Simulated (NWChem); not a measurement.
# CH$_{6}$Ge; SMILES [CH3][GeH3]

```xyz
8

Ge     0.0000     0.0000    -0.3953
C      0.0000     0.0000     1.5722
H     -1.2263    -0.7843    -0.9364
H      1.2923    -0.6698    -0.9364
H     -0.0661     1.4541    -0.9364
H     -0.9193     0.4830     1.9562
H      0.8780     0.5546     1.9562
H      0.0413    -1.0376     1.9562
```
Atoms are numbered in this order, from 1.

Level: PBE-D3(BJ)/def2-SVP (NWChem), optimised geometry, unscaled harmonic frequencies. 

**Question.** List the harmonic frequencies with IR intensities, and the thermochemistry.

**Answer.** 
```csv
frequency (cm⁻¹),IR intensity (km/mol)
166,0.0
474,9.6
474,9.6
586,20.1
812,127.4
815,69.9
815,69.9
872,4.7
872,4.7
1207,2.4
1390,3.2
1390,3.2
2074,63.8
2082,137.9
2082,137.9
2990,5.0
3098,2.9
3098,2.9
```

| Property | Result |
|---|---|
| zero-point energy | 36.1 kcal/mol |
| thermal correction to the enthalpy at 298.15 K (with zero-point energy) | 39.5 kcal/mol |
| heat capacity Cv | 14.9 cal/(mol K) |
| entropy at 298.15 K and 1 atm (symmetry number 3) | 64.6 cal/(mol K) |
| dipole moment | 0.76 D |

Rigid rotor and harmonic oscillator.
